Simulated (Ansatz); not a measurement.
Stepwise reaction of `N[Si](O)(O)F` with hydrogen, as a gas-phase model of exchange steps in deposition or etching. ΔE in kJ/mol; ΔG adds harmonic PBE0-D4 terms to CCSD(T)/CBS, at 1 bar.

Gas-phase electronic energies from Ansatz, PBE0-D4/def2-TZVP geometries. CCSD(T)/CBS adds triple-zeta CCSD(T) − MP2 to the extrapolated MP2 energy (def2 sets, frozen cores). This one scheme is used for every species. Functionals use def2-TZVPP. B3LYP here is the variant with VWN-RPA as its local correlation; programs differ in this. One conformer a species, not always the lowest.

```json
{"step": "1", "reaction": "`N[Si](O)(O)F` + H₂ → `N[SiH](O)F` + H₂O", "PBE-D4": "92.1", "B3LYP-D4": "99.2", "ωB97M-V": "100.6", "CCSD(T)/CBS": "97.3", "ΔG(500 K)": "93.0"}
```

(1) Give the row of step 2, `N[SiH](O)F` + H₂ → `N[SiH2]F` + H₂O. (Best estimate.)

(2) By hand: ΔE of the 2 steps together at CCSD(T)/CBS.

Answers

(1) Ansatz gave: 
```
step                              reaction  PBE-D4  B3LYP-D4  ωB97M-V  CCSD(T)/CBS  ΔG(500 K)
   2  `N[SiH](O)F` + H₂ → `N[SiH2]F` + H₂O    90.2      96.4     97.5         95.0       91.6
```

(2) (97.3) + (95.0) = 192.3 kJ/mol, or 96.2 kJ/mol a step.

In ΔE the steps differ by no more than 2.3 kJ/mol. All are uphill at CCSD(T)/CBS. ΔG lies between 91.6 and 93.0 kJ/mol a step. PBE-D4 differs from CCSD(T)/CBS by -5.2 to -4.8 kJ/mol a step. Isolated molecules leave out the surface, adducts and barriers. Largest T1 diagnostic: 0.011.
